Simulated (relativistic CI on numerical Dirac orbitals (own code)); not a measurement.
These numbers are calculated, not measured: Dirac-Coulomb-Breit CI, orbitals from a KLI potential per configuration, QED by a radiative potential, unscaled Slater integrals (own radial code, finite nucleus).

CI space (outside the closed core [Ne]): 3s²3p⁶3d⁹, 3s²3p⁵3d¹⁰, 3s3p⁶3d¹⁰, 3s²3p⁶3d⁸4s, 3s²3p⁶3d⁸4p, 3s²3p⁶3d⁸4d, 3s²3p⁴3d¹⁰4s, 3s²3p⁵3d⁹4s, 3s²3p⁴3d¹⁰4p, 3s²3p⁶3d⁸4f, 3s²3p⁵3d⁹4p, 3s²3p⁴3d¹⁰4d, 3s3p⁵3d¹⁰4s, 3s²3p⁶3d⁷4s², 3s3p⁵3d¹⁰4p, 3s²3p⁶3d⁷4s4p, 3s²3p⁵3d⁹4d, 3s3p⁶3d⁹4s, 3s²3p⁶3d⁸5s, 3s²3p⁶3d⁷4p², 3s3p⁵3d¹⁰4d, 3s²3p⁶3d⁸5p, 3p⁶3d¹⁰4s, 3s²3p⁶3d⁷4s4d, 3s²3p⁵3d⁹4f, 3s3p⁶3d⁹4p, 3s²3p⁶3d⁸5d, 3p⁶3d¹⁰4p, 3s²3p⁶3d⁷4p4d, 3s²3p⁵3d⁸4s², 3s²3p⁶3d⁸5f, 3s²3p⁶3d⁸5g, 3s²3p⁵3d⁸4s4p, 3p⁶3d¹⁰4d, 3s3p⁶3d⁹4d, 3s²3p⁶3d⁷4d². Levels of other configurations are missing.

At this charge energies of transitions that change n are usually good to better than 1 %, and those within a shell (Δn = 0) to a few per cent.

Outline of the computed level scheme of Nd XXXIV. Lowest level of each configuration: 3s²3p⁶3d⁹ ²D5/2 at 0.000 eV; 3s²3p⁵3d¹⁰ ²P°3/2 at 308.772 eV; 3s3p⁶3d¹⁰ ²S1/2 at 587.355 eV; 3s²3p⁶3d⁸4s ⁴F9/2 at 874.862 eV; 3s²3p⁶3d⁸4p ⁴D°7/2 at 939.824 eV.

Some strong electric-dipole decays among the lowest 45 levels: 3s²3p⁶3d⁸4p ²P°3/2 → 3s²3p⁶3d⁹ ²D5/2 (3.2e+12 s⁻¹); 3s²3p⁶3d⁸4p ²F°7/2 → 3s²3p⁶3d⁹ ²D5/2 (3.2e+12 s⁻¹); 3s²3p⁶3d⁸4p ²D°5/2 → 3s²3p⁶3d⁹ ²D5/2 (2.7e+12 s⁻¹); 3s²3p⁶3d⁸4p ²D°5/2 → 3s²3p⁶3d⁹ ²D5/2 (2.5e+12 s⁻¹); 3s²3p⁵3d¹⁰ ²P°1/2 → 3s²3p⁶3d⁹ ²D3/2 (1.9e+12 s⁻¹); 3s²3p⁶3d⁸4p ⁴F°3/2 → 3s²3p⁶3d⁹ ²D3/2 (1.7e+12 s⁻¹); 3s²3p⁶3d⁸4p ⁴D°3/2 → 3s²3p⁶3d⁹ ²D5/2 (1.1e+12 s⁻¹); 3s²3p⁶3d⁸4p ⁴G°5/2 → 3s²3p⁶3d⁹ ²D5/2 (1.0e+12 s⁻¹).

LS names give the leading component of a level, which can be under half, so a name can repeat, a term be missing and a line seem to break the LS rules.
